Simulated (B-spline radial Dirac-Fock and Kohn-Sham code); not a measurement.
**Ionisation cross sections of Xe by electron impact**

System: neutral xenon in the configuration [Kr] 4d10 5s2 5p6.

Model: the relativistic binary-encounter-Bethe (RBEB) model with Dirac-Fock orbital kinetic energies; direct ionisation only. Program: a radial finite-basis atomic code. For shells bound by less than 100 eV the term U + B of the denominator is divided by n when n is 3 or more, and by 2 for n = 1, 2 in singly charged ions. Excitation-autoionisation and multiple ionisation are left out; it is a semi-empirical estimate, least reliable for totals near the maximum.

Orbital inputs (open shells are filled statistically over j, and the NIST value is set on the highest orbital of the configuration average):

| subshell | N | B (eV) | source of B | U (eV) |
| --- | --- | --- | --- | --- |
| 1s | 2 | 34561.0 | tabulated edge | 44046.7 |
| 2s | 2 | 5453.0 | tabulated edge | 9630.2 |
| 2p1/2 | 2 | 5107.0 | tabulated edge | 9566.1 |
| 2p3/2 | 4 | 4786.0 | tabulated edge | 8395.7 |
| 3s | 2 | 1148.7 | tabulated edge | 2826.4 |
| 3p1/2 | 2 | 1002.1 | tabulated edge | 2736.3 |
| 3p3/2 | 4 | 940.6 | tabulated edge | 2477.9 |
| 3d3/2 | 4 | 689.0 | tabulated edge | 2330.2 |
| 3d5/2 | 6 | 676.4 | tabulated edge | 2267.7 |
| 4s | 2 | 213.2 | tabulated edge | 779.9 |
| 4p1/2 | 2 | 175.6 | Dirac-Fock −ε | 709.2 |
| 4p3/2 | 4 | 162.8 | Dirac-Fock −ε | 648.6 |
| 4d3/2 | 4 | 73.78 | Dirac-Fock −ε | 500.9 |
| 4d5/2 | 6 | 71.67 | Dirac-Fock −ε | 486.6 |
| 5s | 2 | 27.49 | Dirac-Fock −ε | 125.5 |
| 5p1/2 | 2 | 13.57 | NIST ionisation energy + computed splitting | 90.72 |
| 5p3/2 | 4 | 12.13 | NIST ionisation energy | 79.92 |

| T (eV) | total (b) | K shell (b) | L shell (b) | M shell (b) | N shell (b) | O shell (b) |
| --- | --- | --- | --- | --- | --- | --- |
| 15 | 1.01e+08 | – | – | – | – | 1.01e+08 |
| 20 | 2.66e+08 | – | – | – | – | 2.66e+08 |
| 30 | 4.37e+08 | – | – | – | – | 4.37e+08 |
| 40 | 5.07e+08 | – | – | – | – | 5.07e+08 |
| 50 | 5.30e+08 | – | – | – | – | 5.30e+08 |
| 70 | 5.20e+08 | – | – | – | – | 5.20e+08 |
| 100 | 4.80e+08 | – | – | – | 8.06e+06 | 4.72e+08 |
| 150 | 4.13e+08 | – | – | – | 1.72e+07 | 3.96e+08 |
| 200 | 3.60e+08 | – | – | – | 2.16e+07 | 3.38e+08 |
| 300 | 2.87e+08 | – | – | – | 2.45e+07 | 2.62e+08 |
| 500 | 2.07e+08 | – | – | – | 2.36e+07 | 1.83e+08 |
| 1000 | 1.26e+08 | – | – | 66100 | 1.84e+07 | 1.08e+08 |
| 2000 | 7.41e+07 | – | – | 215000 | 1.25e+07 | 6.13e+07 |
| 3000 | 5.36e+07 | – | – | 262000 | 9.60e+06 | 4.37e+07 |
| 5000 | 3.53e+07 | – | 68.5 | 272000 | 6.66e+06 | 2.83e+07 |
| 10000 | 1.98e+07 | – | 2280 | 228000 | 3.92e+06 | 1.57e+07 |
| 15000 | 1.42e+07 | – | 3160 | 190000 | 2.85e+06 | 1.11e+07 |
| 20000 | 1.12e+07 | – | 3460 | 162000 | 2.27e+06 | 8.72e+06 |
| 30000 | 8.01e+06 | – | 3520 | 128000 | 1.65e+06 | 6.23e+06 |
| 50000 | 5.35e+06 | 6.96 | 3180 | 92800 | 1.11e+06 | 4.14e+06 |
| 100000 | 3.23e+06 | 18.4 | 2500 | 60400 | 680000 | 2.49e+06 |
| 200000 | 2.13e+06 | 23.7 | 1930 | 41800 | 453000 | 1.63e+06 |
| 300000 | 1.77e+06 | 25.2 | 1720 | 35500 | 377000 | 1.35e+06 |
| 1e+06 | 1.35e+06 | 30.8 | 1520 | 28800 | 293000 | 1.03e+06 |

On this grid the total peaks at 50 eV with 5.30 × 10⁻¹⁶ cm², about 4.1 times the lowest threshold.
